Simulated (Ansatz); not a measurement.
Geometry optimisation, UKS B3LYP-D4/cc-pVDZ in Ansatz 0.2.0.

input.yaml

```yaml
crystal:
  periodic: [false, false, false]
  atoms:
    - { symbol: Si, position_ang: [0.000959, 0.0, -0.227342] }
    - { symbol: F, position_ang: [-0.001517, 0.0, 2.566232] }
    - { symbol: F, position_ang: [1.524602, 0.0, -0.840651] }
    - { symbol: F, position_ang: [-0.761511, 1.319799, -0.839657] }
    - { symbol: F, position_ang: [-0.761511, -1.319799, -0.839657] }
    - { symbol: H, position_ang: [0.000577, 0.0, 3.492575] }
magnetization:
  spin_polarized: true
  initial_magnetization: 1
basis:
  gaussian: { orbitals: cc-pVDZ }
hamiltonian:
  xc: b3lyp
  dispersion: d4
relax:
  f_tol: 0.03
  max_steps: 50
```

Run as:

```bash
$ ansatz run input.yaml --threads 2 --pin off --max-ram 3072MiB --backend cpu --events-out ev --progress --plain --runs-dir out
```

Question: Where does it end, and by what steps?

Answer: The forces met the threshold. After 3 steps the energy has fallen by 0.009 eV; H6 moved furthest, 0.12 Å.

```
step  energy less start (eV)  largest force component (eV/Å)  accepted
   0                  0.0000                           0.252       yes
   1                 -0.0080                           0.063       yes
   2                  0.0840                           1.781        no
   3                 -0.0093                           0.022       yes
```

```xyz
6
Properties=species:S:1:pos:R:3
Si 0.001 0.000 -0.286
F -0.002 0.000 2.680
F 1.524 0.000 -0.899
F -0.761 1.319 -0.897
F -0.761 -1.319 -0.897
H 0.001 0.000 3.610
```

Whether the end is a true minimum wasn't checked by a vibrational analysis.

Run time: 5.9 s on 2 threads of Intel(R) Xeon(R) 6975P-C (Granite Rapids), with other jobs on the host, peak memory 0.22 GiB.
